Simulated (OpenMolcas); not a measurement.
## Ions of charge +3 along the 3d row with 6 ammonia ligands in octahedral coordination

```json
{
 "Program": "OpenMolcas",
 "Method": "CASSCF",
 "Spin-orbit coupling": "RASSI with atomic mean-field integrals over the reference wave functions"
}
```

The d shell is active. Anionic complexes are neutralised by point charges behind the ligands. Distances were set from a Shannon-type radius of the metal (high-spin where two are listed, low-spin for CN, NH3 and NCH) plus a fixed donor radius (NH3 1.42 Å). Ligand basis ANO-RCC-VDZP, DKH2 Hamiltonian. Energies in cm-1 above the lowest state or level, χT in cm3 K/mol. Spin-only χT is S(S+1) / 2 for the spin of the ground state.

```
 Ion  Shell  R (Å)   Metal basis  Ground state  First state of that spin  First gap with spin-orbit (degeneracies)  χT at 300 K  First state of another spin  Spin-only χT
Ti3+    3d1   2.09  ANO-RCC-VDZP      2S+1 = 2                     232.5                              194.1 (2, 2)        0.456                                      0.375
 V3+    3d2   2.06  ANO-RCC-VTZP      2S+1 = 3                     143.2                               51.2 (2, 2)        0.921              2S+1 = 1: 13394         1.000
Cr3+    3d3   2.04  ANO-RCC-VDZP      2S+1 = 4                     21678                              19327 (4, 2)        1.849              2S+1 = 2: 19371         1.875
Mn3+    3d4      2  ANO-RCC-VDZP      2S+1 = 5                     22417                               19.1 (1, 1)        2.961               2S+1 = 3: 4154         3.000
Co3+    3d6   1.96  ANO-RCC-VTZP      2S+1 = 5                     114.3                               13.8 (1, 2)        4.054              2S+1 = 1: 820.0         3.000
Ni3+    3d7   1.98  ANO-RCC-VTZP      2S+1 = 4                      29.9                              442.9 (2, 2)        3.209               2S+1 = 2: 6121         1.875
Cu3+    3d8   1.96  ANO-RCC-VDZP      2S+1 = 3                     16732                                0.2 (2, 1)        1.178              2S+1 = 1: 16196         1.000
```

The rows also differ in their metal basis, so part of each step comes from that.

Every ion keeps the highest spin of its shell. χT departs most from the spin-only value for Ni3+, by +1.334 cm3 K/mol.

Ligand-to-metal charge-transfer states are missing. With metal d orbitals alone the field can be off either way by tens of per cent. Spin-orbit coupling mixes the spin-free states strongly: the lowest level takes only 51 % from its leading state, an unlabelled state of the same spin as most of the rest (figures for Co3+; the like holds for Ni3+). The least metal-like active orbital is 84 % on the metal (Löwdin) and no ligand orbital is active, so the numbers are rough (holds for Ti3+; V3+; Cr3+; Co3+; Ni3+). An orbital doublet at a regular site is open to a Jahn-Teller distortion, which this geometry leaves out (holds for V3+; Mn3+; Ni3+). Without dynamic correlation the repulsion within the d shell is too large (B by tens of per cent), so at a given field states of lower spin stand too high (holds for V3+; Cr3+; Mn3+; Co3+; Ni3+; Cu3+). With no ligand orbital active B as a rule stays too high, so bands that hang on it stand too high and its fall with covalency is understated (holds for V3+; Cr3+; Mn3+; Co3+; Ni3+; Cu3+). This shell can be high or low spin here, a state of another spin lies low, and with metal d orbitals alone active their balance is uncertain, so the ground spin may be wrong (holds for Mn3+; Co3+; Ni3+). The least metal-like active orbital is 76 % on the metal (Löwdin) and no ligand orbital is active, so the numbers are rough (holds for Cu3+). No measured value stands beside these numbers; the geometry is a model, was not optimised and need not be the one that this ion takes.

A state without a sure symmetry label is named by its multiplicity alone.
